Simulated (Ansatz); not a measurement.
One change: `C=C[Si](O)(O)O[SiH3]` becomes `C=C[Si](O)(O)O`.

Ansatz, PBE0-D4/def2-TZVP geometries, multiplicity 1. Each molecule was computed in one conformer, which needn't be the lowest.

| property | `C=C[Si](O)(O)O[SiH3]` |
| --- | --- |
| HOMO–LUMO gap (ωB97M-V/def2-TZVPP) / eV | 11.93 |
| size of the dipole moment (ωB97M-V/def2-TZVPP) / D | 1.26 |
| size of the dipole moment (PBE/def2-TZVPP) / D | 1.18 |
| HOMO–LUMO gap (B3LYP/def2-TZVPP) / eV | 7.15 |
| size of the dipole moment (B3LYP/def2-TZVPP) / D | 1.25 |
| HOMO energy (ωB97M-V/def2-TZVPP) / eV | -10.33 |

(1) Give the same properties after the change, and the shifts. (Best estimate.)

## Answers

(1) Ansatz gave: 
```
                                          property  `C=C[Si](O)(O)O`  shift
           HOMO–LUMO gap (ωB97M-V/def2-TZVPP) / eV             12.01   0.08
size of the dipole moment (ωB97M-V/def2-TZVPP) / D              1.30   0.04
    size of the dipole moment (PBE/def2-TZVPP) / D              1.21   0.03
             HOMO–LUMO gap (B3LYP/def2-TZVPP) / eV              7.13  -0.02
  size of the dipole moment (B3LYP/def2-TZVPP) / D              1.28   0.03
             HOMO energy (ωB97M-V/def2-TZVPP) / eV            -10.35  -0.02
```

Dipoles are sizes alone; their direction can turn.

B3LYP here is the variant with VWN-RPA as its local correlation; programs differ in this.
